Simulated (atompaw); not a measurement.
# u(r) = r·R(r): atom against pseudo-atom (gallium)

Columns: radius, all-electron u(r) and pseudo u(r) of the 4p shell (level -17.74 eV) of gallium in the configuration [Ar] 3d10 4s1 4p0; PBE, scalar-relativistic, PAW (atompaw) scheme, atompaw 4.2.0.5.

| r (bohr) | all-electron | pseudo |
| --- | --- | --- |
| 0.069 | 0.1389 | 0.0008 |
| 0.138 | 0.1645 | 0.0033 |
| 0.208 | 0.0534 | 0.0077 |
| 0.277 | -0.0887 | 0.0140 |
| 0.346 | -0.2040 | 0.0226 |
| 0.415 | -0.2727 | 0.0337 |
| 0.485 | -0.2955 | 0.0479 |
| 0.554 | -0.2804 | 0.0651 |
| 0.623 | -0.2383 | 0.0856 |
| 0.692 | -0.1784 | 0.1097 |
| 0.762 | -0.1070 | 0.1378 |
| 0.831 | -0.0315 | 0.1691 |
| 0.900 | 0.0454 | 0.2036 |
| 0.969 | 0.1208 | 0.2410 |
| 1.038 | 0.1932 | 0.2808 |
| 1.108 | 0.2622 | 0.3229 |
| 1.177 | 0.3253 | 0.3654 |
| 1.246 | 0.3831 | 0.4079 |
| 1.315 | 0.4354 | 0.4496 |
| 1.385 | 0.4828 | 0.4900 |
| 1.454 | 0.5240 | 0.5273 |
| 1.523 | 0.5601 | 0.5613 |
| 1.592 | 0.5910 | 0.5914 |
| 1.662 | 0.6176 | 0.6177 |
| 1.731 | 0.6392 | 0.6392 |
| 1.800 | 0.6566 | 0.6566 |

Problem. How many radial nodes do the two functions have?

Solution. The all-electron 4p function has n − l − 1 = 2; the pseudo-wave has 0, since the states of the same l below it are removed with the core.

Problem. Is the pseudo-wave norm-conserving?

Solution. No, it belongs to a PAW set: the norm inside the radius is not constrained, and the difference is carried by the augmentation charge.
